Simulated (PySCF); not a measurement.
Start geometry of [Y(H2O)6]3+ (`[OH2]->[Y+3](<-[OH2])(<-[OH2])(<-[OH2])(<-[OH2])<-[OH2]`) from GFN2-xTB (Å):
```
atom  x, y, z in Å
Y1     0.0617   -0.0768    0.0125
O2     0.1442    0.1494    2.1214
H3     0.0829    0.9664    2.6506
H4     0.3768   -0.5466    2.7745
O5    -0.1671   -0.1841   -2.1591
H6    -0.2710    0.5678   -2.7930
H7    -0.1303   -0.9817   -2.6735
O8     2.1742    0.1800   -0.1782
H9     2.7801    0.2895    0.6114
H10    2.6680    0.1405   -0.9432
O11   -2.1539   -0.1675    0.1899
H12   -2.6579   -0.1505    0.9943
H13   -2.8694   -0.2373   -0.5827
O14   -0.2148    2.1356   -0.1387
H15   -0.9900    2.6415   -0.1546
H16    0.5498    2.8284   -0.2421
O17    0.1689   -2.0945    0.1530
H18   -0.5809   -2.7664    0.2928
H19    0.9661   -2.7003    0.1492
```

**Question.** What comes out of this run: PBE0-D3(BJ)/def2-SVP geometry optimisation, gas phase, def2 core potentials past Kr (PySCF)?

**Answer.** 
```
atom  x, y, z in Å
Y1     0.0021    0.0001    0.0024
O2     0.1213    0.1339    2.3116
H3     0.0764    0.9345    2.8693
H4     0.2196   -0.5974    2.9516
O5    -0.1342   -0.1300   -2.3070
H6    -0.1912    0.6047   -2.9481
H7    -0.1558   -0.9331   -2.8624
O8     2.3118    0.0897   -0.1428
H9     2.9570    0.1803    0.5850
H10    2.8636    0.0635   -0.9484
O11   -2.3084   -0.0990    0.1456
H12   -2.8600   -0.1010    0.9516
H13   -2.9537   -0.1646   -0.5846
O14   -0.1247    2.3115   -0.1040
H15   -0.9275    2.8676   -0.0960
H16    0.6088    2.9533   -0.1686
O17    0.1219   -2.3076    0.1232
H18   -0.6118   -2.9461    0.2135
H19    0.9221   -2.8668    0.0928
```

The energy falls by 161.8 kJ/mol over 11 energy and gradient evaluations, the largest force component goes from 0.1171 to 4.0e-04 Eh/bohr, and the atoms move by 0.171 Å rms after alignment. The bond that changes most is Y1–O17 (ends: yttrium bonded to 6 O; oxygen bonded to Y and 2 H), which lengthens by 0.289 Å. Bonds longer at the end by more than 0.005 Å: 10 of 18; shorter: 7. Among the angles that change most is H9–O8–H10, from 109.8° to 104.1°. Among the dihedrals that turn most is O17–Y1–O2–H4, from 12° to 2°. The orientation of the end geometry is arbitrary; only internal coordinates are fixed.

The run used 175 basis functions and 67 SCF cycles in all. Hardware: one thread, Arm Neoverse V1 (aarch64) (shared host). Cost: 3.3 min of wall time, 0.73 GiB resident at most.

PBE0-D3(BJ)/def2-SVP frequencies: not computed here. No counter-ion or solvent screens the charge of this multiply charged ion.
